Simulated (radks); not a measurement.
The numbers below are computed, except where a source is named.
C IV, 3 electrons, occupied as 1s1 2s1 3s1 (not the ground configuration). Level of theory: non-relativistic Kohn-Sham, MS2 meta-GGA, spin-polarised, spherical densities, point nucleus; open shells are filled with parallel spins first; meta-GGA in the generalised Kohn-Sham scheme (a radial shooting solver on a logarithmic mesh with Libxc functionals). Some entries of the table are withheld. Estimate them.

| orbital | occ. | eigenvalue (hartree) | <r> (bohr) | <r^2> (bohr^2) |
|---|---|---|---|---|
| 1s up | 1 | -15.17421 | 0.2516 | 0.08485 |
| 2s up | 1 | -2.76257 | 1.105 | (1) |
| 3s up | 1 | -0.99033 | 2.798 | 8.803 |

Answer. 
(1) 2s up <r^2> (bohr^2): 1.428
